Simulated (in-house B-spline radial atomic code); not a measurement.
**Ionising Sb2+ with different functionals**

Computed with a B-spline radial code for spherical atoms: four-component Dirac-Coulomb Hamiltonian, Fermi nucleus of rms radius 4.6802 fm, spin-restricted, spherical fractional occupations for the functionals. The ionisation energy is the difference of two self-consistent energies, [Kr] 4d10 5s2 5p1 → [Kr] 4d10 5s2, without Breit or QED terms; ε is the level of the shell that loses the electron (mean over j). The electron is taken from both j subshells in proportion to 2j + 1, so the result is a j average, not the step between ground levels.

Hybrids are left out here: with spherical fractional occupations of an open shell their exact exchange keeps a self-interaction that integer-occupation calculations don't have.

```
           method  rung  ΔSCF (eV)  -ε(5p) (eV)
         LDA VWN5   LDA      24.81        20.43
 relativistic LDA   LDA          ?            ?
         LDA PW92   LDA          ?            ?
LDA exchange-only   LDA      23.58        19.22
              PBE   GGA      24.44        20.10
           PBEsol   GGA      24.47        20.15
             BLYP   GGA      24.50        20.09
             RPBE   GGA      24.30        19.98
             PW91   GGA      24.54        20.19
             BP86   GGA      24.62        20.29
             AM05   GGA      24.43        20.10
             OLYP   GGA      24.13        19.81
```

(1) What does relativistic LDA give?

(2) What does LDA PW92 give?

(3) How do they compare with the NIST value?

## Answers

(1) ΔSCF 24.80 eV, and -ε(5p) = 20.42 eV.

(2) ΔSCF 24.81 eV, and -ε(5p) = 20.43 eV.

(3) NIST lists 25.323 eV (measured, ground level to ground level). Errors run from -1.74 to -0.52 eV; LDA VWN5 is closest (-0.52 eV), but part of that can be cancellation, since the calculations leave out Breit-QED terms, spin polarisation, the choice among j levels, multiplet and fine-structure energies.
